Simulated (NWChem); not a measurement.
System: Si₄H₉, doublet; SMILES [SiH3][SiH]([SiH2])[SiH3]

Parts of the log:

```
             Northwest Computational Chemistry Package (NWChem) 7.3.0
             --------------------------------------------------------

 C1  symmetry detected

                             Geometry "geometry" -> ""
                             -------------------------

 Output coordinates in angstroms (scale by  1.889725989 to convert to a.u.)

  No.       Tag          Charge          X              Y              Z
 ---- ---------------- ---------- -------------- -------------- --------------
    1 Si                  14.0000    -2.20362976    -0.42758901     0.16518432
    2 Si                  14.0000    -0.04787182     0.00252969    -0.62170326
    3 Si                  14.0000     1.42961147    -1.65094022     0.18250643
    4 Si                  14.0000     0.64331828     2.10715977     0.17212912
    5 H                    1.0000    -2.79230937    -1.73290695    -0.30989354
    6 H                    1.0000    -2.28751722    -0.35373762     1.66966490
    7 H                    1.0000    -0.05557582    -0.00797128    -2.13041193
    8 H                    1.0000     2.83802239    -1.40606444    -0.29614254
    9 H                    1.0000     0.99082920    -3.01682178    -0.27253813
   10 H                    1.0000     1.41748214    -1.61133518     1.68733058
   11 H                    1.0000     2.05457228     2.39885562    -0.26414831
   12 H                    1.0000    -0.26174228     3.19763100    -0.33453360
   13 H                    1.0000     0.59624433     2.09610735     1.67703986

 Effective nuclear repulsion energy (a.u.)     315.1730421920

                                 NWChem DFT Module
                                 -----------------

 Summary of "ao basis" -> "ao basis" (spherical)
 ------------------------------------------------------------------------------
       Tag                 Description            Shells   Functions and Types
 ---------------- ------------------------------  ------  ---------------------
 Si                         def2-svp                 8       18   4s3p1d
 H                          def2-svp                 3        5   2s1p

            General Information
            -------------------
          SCF calculation type: DFT
          Wavefunction type:  spin polarized.
          No. of atoms     :    13
          No. of electrons :    65
           Alpha electrons :    33
            Beta electrons :    32
          Charge           :     0
          Spin multiplicity:     2
          Use of symmetry is: off; symmetry adaption is: off
          Maximum number of iterations: 150
          AO basis - number of functions:   117
                     number of shells:    59
          Convergence on energy requested:  1.00D-06
          Convergence on density requested:  1.00D-05
          Convergence on gradient requested:  5.00D-04

              XC Information
              --------------
                         B3LYP Method XC Potential
                     Hartree-Fock (Exact) Exchange  0.200
                        Slater Exchange Functional  0.800 local
                    Becke 1988 Exchange Functional  0.720 non-local
              Lee-Yang-Parr Correlation Functional  0.810
                  VWN I RPA Correlation Functional  0.190 local

             Grid Information
             ----------------
          Grid used for XC integration:  medium
          Radial quadrature: Mura-Knowles
          Angular quadrature: Lebedev.
          Tag              B.-S. Rad. Rad. Pts. Rad. Cut. Ang. Pts.
          ---              ---------- --------- --------- ---------
          Si                  1.10       88          12.0       590
          H                   0.35       45          14.0       434
          Grid pruning is: on
          Number of quadrature shells:   757
          Spatial weights used:  Erf1

      Superposition of Atomic Density Guess
      -------------------------------------

 Sum of atomic energies:       -1159.44768842

      Non-variational initial energy
      ------------------------------

 Total energy =   -1160.585639
 1-e energy   =   -2234.891265
 2-e energy   =     759.132585
 HOMO         =      -0.134290
 LUMO         =       0.054329

     ---------------------------------------------
      Total Density - Mulliken Population Analysis
     ---------------------------------------------

    Atom       Charge   Shell Charges
 -----------   ------   -------------------------------------------------------
    1 Si  14    13.86   2.00  1.99  1.08  0.37  5.94  1.03  1.37  0.07
    2 Si  14    14.05   2.00  1.99  1.06  0.31  5.94  1.15  1.52  0.09
    3 Si  14    13.78   2.00  1.99  1.03  0.30  5.94  1.13  1.29  0.10
    4 Si  14    13.78   2.00  1.99  1.02  0.30  5.94  1.14  1.29  0.10
    5 H    1     1.06   0.68  0.37  0.01
    6 H    1     1.07   0.68  0.38  0.01
    7 H    1     1.03   0.68  0.35  0.01
    8 H    1     1.06   0.69  0.37  0.01
    9 H    1     1.06   0.69  0.36  0.01
   10 H    1     1.06   0.69  0.36  0.01
   11 H    1     1.06   0.69  0.36  0.01
   12 H    1     1.06   0.69  0.36  0.01
   13 H    1     1.06   0.69  0.36  0.01

     --------------------------------------------
      Spin Density - Mulliken Population Analysis
     --------------------------------------------

[...]
```

Level: B3LYP/def2-SVP, spin-unrestricted. All runs use the structure optimised with PBE-D3(BJ)/def2-SVP, spin-unrestricted. No stability test was run on the SCF state.

Question: Reconstruct the input file.

Answer: One answer among several that fit: the input that was run:
```
start job
memory heap 200 mb stack 900 mb global 1100 mb
geometry units angstroms noautoz
  Si    -1.569759     1.620912     0.175744
  Si    -0.033542     0.062946    -0.639281
  Si    -0.553744    -2.075563     0.209154
  Si     2.121681     0.675276     0.080057
  H     -2.995289     1.374063    -0.252073
  H     -1.508629     1.751131     1.677496
  H     -0.093456     0.044020    -2.146737
  H      0.421059    -3.113143    -0.286706
  H     -1.945120    -2.480305    -0.197644
  H     -0.480906    -2.023983     1.711900
  H      3.138197    -0.337968    -0.375019
  H      2.504230     2.028421    -0.456249
  H      2.133014     0.727550     1.584794
end
basis spherical
  Si library def2-svp
  H library def2-svp
end
dft
  odft
  mult 2
  xc b3lyp
  iterations 150
  mulliken
end
task dft energy
```
